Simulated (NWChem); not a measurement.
# MgSiH4; SMILES [SiH3][MgH]

```xyz
6

Mg    -0.1833    -1.4536    -0.0024
H     -0.2413    -3.1676    -0.0034
Si    -0.0987     1.1374    -0.0010
H      1.2871     1.6852     0.2662
H     -0.9928     1.7615     1.0491
H     -0.5307     1.7467    -1.3177
```
Atoms are numbered in this order, from 1.

All runs: NWChem. Structure relaxed at the PBE-D3(BJ)/def2-SVP level. Vertical excitations in the gas phase; the lowest state need not have the same character in each row.

For level B3LYP/def2-SVPD, TDA:

* **lowest excitation, singlet (eV)**: 4.53
* **lowest state with f > 0.02, singlet (eV)**: 5.66
* **oscillator strength of that bright state**: 0.544
* **lowest triplet (eV)**: 4.00
* **orbital gap (eV)**: 5.41

Problem. What are these values for level LDA (Slater exchange, VWN5)/def2-SVPD, TDA?

Solution. The lowest excitation, singlet (eV) is 4.26 and the lowest state with f > 0.02, singlet (eV) is 5.49. The oscillator strength of that bright state comes out as 0.513. The lowest triplet (eV) is 3.85 and the orbital gap (eV) is 4.06.
